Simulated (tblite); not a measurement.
Run record: tight-binding relaxation, `CC/C=C/[O][AlH2]`.

Computed with GFN2-xTB geometry optimisation, gas phase (tblite 0.8.0). Start geometry: from a force field or distance geometry. The input is one job of a driver script: a line of settings, then coordinates in Å.

Command:
```bash
OMP_NUM_THREADS=1 python probes_run.py task.json out
```

Input:
```
{"job": {"kind": "relax", "xc": "GFN2-xTB", "basis": "xTB"}, "charge": 0, "multiplicity": 1}
C     -2.324400    -0.158300     0.180200
C     -1.354800     0.111800    -0.928600
C      0.082700     0.145400    -0.445800
C      0.940300    -0.716800    -0.968100
O      2.271700    -0.774000    -0.589800
Al     3.094800     0.299000     0.644200
H     -3.360900     0.117900    -0.145300
H     -2.056700     0.460600     1.078900
H     -2.359200    -1.239400     0.453600
H     -1.645500     1.056000    -1.423400
H     -1.506300    -0.687100    -1.675300
H      0.378800     0.876600     0.294200
H      0.521200    -1.410800    -1.685300
H      4.649700     0.066100     1.063900
H      2.664000     1.861000     0.619000
```

Output:
```
step      E/eV     max force
  0    -497.94321    2.319
  1    -498.17528    1.884
  2    -498.44702    1.364
  3    -498.55868    1.201
  4    -498.68368    0.488
  5    -498.69770    0.434
  6    -498.72230    0.375
  7    -498.73630    0.447
  8    -498.75106    0.303
  9    -498.76456    0.283
... (53 lines left out)
 63    -499.05397    0.054
 64    -499.05437    0.044
 65    -499.05472    0.054
 66    -499.05495    0.045
 67    -499.05509    0.024
 68    -499.05517    0.017
 69    -499.05522    0.017
 70    -499.05525    0.014
 71    -499.05527    0.010
 72    -499.05529    0.009
```

«max force» is the largest atomic force in eV/Å.

**Question.** From which step on does the largest force stay under 0.1 eV/Å, and how much energy is left to gain from there?

**Answer.** From step 42 (0.100 eV/Å), 15.5 meV above the end.

Main results: energy lowered by 25.6 kcal/mol over 72 steps; largest atomic force 0.009 eV/Å at the end.

On one thread of an Arm Neoverse V2, shared host with 32 logical CPUs at a one-minute load of 17, this took 0.32 s of wall time.
Labels such as C1 count atoms from 1, the log's own numbers from 0.
